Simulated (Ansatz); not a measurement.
Geometry optimisation, Ansatz, RKS revPBE/def2-SVP.

Input:

```yaml
crystal:
  periodic: [false, false, false]
  atoms:
    - { symbol: Si, position_ang: [0.0, 0.0, 0.0] }
    - { symbol: "N", position_ang: [0.0, 0.0, 1.82] }
    - { symbol: H, position_ang: [-0.877, -0.2713, 2.35] }
    - { symbol: H, position_ang: [0.877, 0.2713, 2.35] }
    - { symbol: F, position_ang: [1.4994, 0.0, -0.5295] }
    - { symbol: H, position_ang: [-0.6877, 1.1914, -0.4862] }
    - { symbol: F, position_ang: [-0.7489, -1.2974, -0.5295] }
basis:
  gaussian: { orbitals: def2-SVP }
hamiltonian:
  xc: revpbe
relax:
  f_tol: 0.02
  max_steps: 40
```

Launched with:

```bash
$ ansatz run input.yaml --threads 1 --pin off --max-ram 2048MiB --backend cpu --events-out ev --progress --plain --runs-dir out
```

Question: Where does it end, and by what steps?

Answer: The run converged. After 16 steps the energy has fallen by 0.389 eV; H4 moved furthest, 0.76 Å.

```json
{"step": "0", "energy less start (eV)": "0.0000", "largest force component (eV/Å)": "3.777", "accepted": "yes"}
{"step": "1", "energy less start (eV)": "-0.2655", "largest force component (eV/Å)": "2.045", "accepted": "yes"}
{"step": "2", "energy less start (eV)": "-0.3399", "largest force component (eV/Å)": "0.350", "accepted": "yes"}
{"step": "3", "energy less start (eV)": "-0.3439", "largest force component (eV/Å)": "0.098", "accepted": "yes"}
{"step": "4", "energy less start (eV)": "-0.3447", "largest force component (eV/Å)": "0.151", "accepted": "yes"}
{"step": "5", "energy less start (eV)": "-0.3461", "largest force component (eV/Å)": "0.061", "accepted": "yes"}
{"step": "6", "energy less start (eV)": "-0.3595", "largest force component (eV/Å)": "0.197", "accepted": "yes"}
{"step": "7", "energy less start (eV)": "-0.3114", "largest force component (eV/Å)": "1.721", "accepted": "no"}
{"step": "8", "energy less start (eV)": "-0.3704", "largest force component (eV/Å)": "0.116", "accepted": "yes"}
{"step": "9", "energy less start (eV)": "-0.3747", "largest force component (eV/Å)": "0.429", "accepted": "yes"}
{"step": "10", "energy less start (eV)": "-0.3822", "largest force component (eV/Å)": "0.100", "accepted": "yes"}
{"step": "11", "energy less start (eV)": "-0.3748", "largest force component (eV/Å)": "0.265", "accepted": "no"}
{"step": "12", "energy less start (eV)": "-0.3868", "largest force component (eV/Å)": "0.058", "accepted": "yes"}
{"step": "13", "energy less start (eV)": "-0.3884", "largest force component (eV/Å)": "0.043", "accepted": "yes"}
{"step": "14", "energy less start (eV)": "-0.3891", "largest force component (eV/Å)": "0.026", "accepted": "yes"}
{"step": "15", "energy less start (eV)": "-0.3892", "largest force component (eV/Å)": "0.043", "accepted": "yes"}
{"step": "16", "energy less start (eV)": "-0.3892", "largest force component (eV/Å)": "0.013", "accepted": "yes"}
```

```xyz
7
Properties=species:S:1:pos:R:3
Si -0.009 0.032 0.068
N 0.064 0.117 1.780
H -0.780 0.333 2.316
H 0.709 -0.467 2.317
F 1.503 0.226 -0.521
H -0.937 1.071 -0.455
F -0.488 -1.418 -0.532
```

Whether the end is a true minimum wasn't checked by a vibrational analysis.

The run took 32 s on 1 thread of AMD EPYC 7R43 64-Core Processor (Zen 3) (shared host), peak memory 0.15 GiB.
